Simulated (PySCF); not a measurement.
# State search for BeZn

Unrestricted PBE0; Be cc-pVDZ, Zn cc-pVDZ-PP with ECP10; scalar-relativistic core potentials (PySCF 2.14). Outer shells of the fragments: Be 2s2; Zn 3d10 4s2.

Followed along the bond (rough minima from three points):

| 2Ms+1 | unpaired | ⟨S²⟩ at the start | R at minimum (Å) | Te (eV) |
| --- | --- | --- | --- | --- |
| 1 | none | 0.00 | 2.82 | 0.00 |
| 3 | σ ↑, π ↑ | 2.01 | 2.18 | 1.25 |
| 3 | σ ↑↑ | 2.00 | 2.34 | 1.43 |
| 1 | σ ↑, π ↓ | 1.02 | 2.15 | 1.67 |

Solutions found at the starting distance of 2.150 Å, counted from the lowest of them; the search is not exhaustive and high or unbound solutions are not listed, so other states can lie among these:

```json
{"2Ms+1": "1", "unpaired": "none", "term": "¹Σ⁺", "E (eV)": "0.00", "⟨S²⟩": "0.00", "⟨Lz²⟩": "0.00", "μ (D)": "0.68"}
{"2Ms+1": "3", "unpaired": "σ ↑, π ↑", "term": "³Π", "E (eV)": "0.83", "⟨S²⟩": "2.01", "⟨Lz²⟩": "1.00", "μ (D)": "1.20"}
{"2Ms+1": "3", "unpaired": "σ ↑↑", "term": "³Σ⁺", "E (eV)": "1.12", "⟨S²⟩": "2.00", "⟨Lz²⟩": "0.00", "μ (D)": "-0.49"}
{"2Ms+1": "1", "unpaired": "σ ↑, π ↓", "term": "mixed", "E (eV)": "1.25", "⟨S²⟩": "1.02", "⟨Lz²⟩": "1.00", "μ (D)": "1.22"}
{"2Ms+1": "3", "unpaired": "π ↑↑", "term": "³Σ⁻", "E (eV)": "2.88", "⟨S²⟩": "2.07", "⟨Lz²⟩": "0.00", "μ (D)": "1.03"}
{"2Ms+1": "1", "unpaired": "π ↑↓", "term": "mixed", "E (eV)": "3.14", "⟨S²⟩": "1.00", "⟨Lz²⟩": "2.01", "μ (D)": "0.86"}
```

A term symbol is given only where ⟨S²⟩ and ⟨Lz²⟩ are close to those of a pure state; real π, δ and φ orbitals otherwise mix terms. A positive dipole means Be(−)Zn(+).

Q: Compare the gap between the two lowest followed solutions at the starting distance with the gap between their minima.

A: At PBE0 the second solution (triplet, unpaired electrons σ ↑, π ↑) lies +0.83 eV from the first (singlet, closed shell) at 2.150 Å and +1.25 eV at the minima; the two curves relax by different amounts, since their minima lie near 2.18 and 2.82 Å.

Counting both spins, an empty level lies below a filled one in some of these solutions, because spin and occupation are held.
